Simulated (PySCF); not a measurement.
B3LYP has the VWN-RPA correlation part, as in Gaussian. Excitations are Tamm–Dancoff values on a coarser integration grid. The basis has no diffuse functions, so Rydberg states are missing or too high.

Cartesian coordinates (Å):
SMILES: [SH][SnH]([SH])[SH]
```xyz
8

S      2.1042    -1.1783     0.4343
Sn     0.0393     0.0700     0.4897
S      0.5304     2.2982    -0.3057
S     -1.6181    -0.7713    -1.0620
H      2.2189    -1.0701    -0.9008
H     -0.5269     0.0010     2.1022
H     -0.7638     2.5791    -0.5430
H     -1.9798    -1.7884    -0.2595
```
Charge 0, multiplicity 1.

Question: Estimate the total energy, HOMO, dipole moment, LUMO, S1 excitation (TDA), HOMO–LUMO gap, T1 excitation (TDA) and S1 oscillator strength that B3LYP-D3(BJ)/def2-TZVP (PySCF 2.14.0) returns for this input.

Answer: 
```
Property                        Value
----------------------  -------------
total energy            -1411.5448 Ha
HOMO                         -7.28 eV
dipole moment                  1.38 D
LUMO                         -1.92 eV
S1 excitation (TDA)           4.42 eV
HOMO–LUMO gap                 5.37 eV
T1 excitation (TDA)           3.99 eV
S1 oscillator strength          0.023
```
